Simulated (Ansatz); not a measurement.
Spectroscopic constants of ZnAs, multiplicity 4 (lowest of 2S+1 = 2, 4 at CCSD(T)/def2-TZVPP on PBE0 minima; our sources give no spin for the ground state, which may be another). No spin–orbit coupling. Zn is treated without relativity. As is treated without relativity.

The constants come from a fifth-degree fit in 1/R (seven points, main isotopes). In def2 and cc sets the state is the lowest found near the PBE0 minimum, followed along R.

Correlated levels freeze the inner cores; with def2 sets outer-core shells near the valence are correlated too.

The values were computed with Ansatz (Gaussian orbitals). Each number belongs to the level named beside it.

**Question.** What bond length and harmonic frequency does PBE/def2-TZVPP give?

**Answer.** r_e = 2.583 Å, ω_e = 153 cm⁻¹.

**Question.** What bond length and harmonic frequency does wB97X-V/def2-TZVPP give?

**Answer.** r_e = 2.525 Å, ω_e = 171 cm⁻¹.

**Question.** What bond length and harmonic frequency does CCSD(T)/def2-TZVPP give?

**Answer.** r_e = 2.613 Å, ω_e = 126 cm⁻¹.

Ansatz is a program for electronic structure.
